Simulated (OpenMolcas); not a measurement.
Cr3+ with 6 ligands (sulfide, chloride on the axis) in tetragonal octahedral coordination (D4h). The axial distance is 0.99 times the equatorial one, R.

- Program: OpenMolcas 26.06
- Method: CASSCF
- Basis: ANO-RCC-VTZP [6s5p3d2f1g]
- Scalar Hamiltonian: DKH2, point nucleus
- Active space: 3 electrons in 5 orbitals (3d)
- State averaging: 2S+1 = 4 even, 10 roots; 2S+1 = 2 even, 40 roots
- Spin-orbit coupling: state interaction with AMFI integrals over the reference wave functions

All ligands move together. At R = 2.4 Å the first state of the same spin is 8242 cm-1, and at R = 2.5 Å it is 6542 cm-1.

Problem. A third run gives 10383 cm-1. What distance was it run at?

Solution. With a power law R^-n the two known points give n = -ln(6542 / 8242) / ln(2.5 / 2.4) = 5.66. Then R = 2.4 × (8242 / 10383)^(1/5.66) = 2.304 Å. The run was at 2.3 Å, so the estimate is off by +0.004 Å.

Without dynamic correlation the repulsion within the d shell is too large (B by tens of per cent), so at a given field states of lower spin stand too high. The sulfide ions are held by bare point charges, a crude embedding. Ligand-to-metal charge-transfer states are missing. With no ligand orbital active B as a rule stays too high, so bands that hang on it stand too high and its fall with covalency is understated. With metal d orbitals alone and no dynamic correlation the field as a rule comes out too small, by tens of per cent, by up to half for chloride and softer ligands. The least metal-like active orbital is 81 % on the metal (Löwdin) and no ligand orbital is active, so the numbers are rough (holds for R = 2.3). The least metal-like active orbital is 84 % on the metal (Löwdin) and no ligand orbital is active, so the numbers are rough (holds for R = 2.4). No measured value stands beside these numbers; the geometry was imposed, not optimised, and the real ion may take another.
